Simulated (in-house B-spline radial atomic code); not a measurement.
How G0W0 and RPA depend on the start: the tellurium ion Te²³⁺

Configuration [Ar] 3d10 4s1, highest spin. Computed with an all-electron radial atomic-structure program (B-spline basis): all electrons, non-relativistic, point nucleus, each spin shell either full or empty, empty states to l = 9 with an (l + 1/2)⁻⁴ tail; G0W0 by contour deformation at full frequency.

Without relativity these are model numbers: it shifts the levels of so heavy an element strongly and can reorder them.

```csv
start,mean-field 4s up (eV),G0W0 (eV),QP weight,RPA correlation (Eh)
Hartree-Fock,-724.06,-726.58,0.991,-2.1464
PBE,-712.97,?,?,?
B3LYP (VWN-RPA),-716.00,-727.03,0.987,-2.2258
BLYP,-713.50,?,?,?
```

Q: What G0W0 level, weight and RPA correlation energy follow from the PBE start?

A: G0W0 level -727.15 eV, weight 0.986, RPA correlation -2.2471 hartree.

Q: What G0W0 level, weight and RPA correlation energy follow from the BLYP start?

A: G0W0 level -727.17 eV, weight 0.985, RPA correlation -2.2476 hartree.

Q: How much of the dependence on the start does G0W0 remove?

A: The mean-field levels span 11.1 eV and the G0W0 levels 0.591 eV. Against 746.12 ± 0.25 eV (NIST, semi-empirical) the G0W0 removal energies are off by -19.54 to -18.95 eV, with relativity, Breit and QED terms left out.
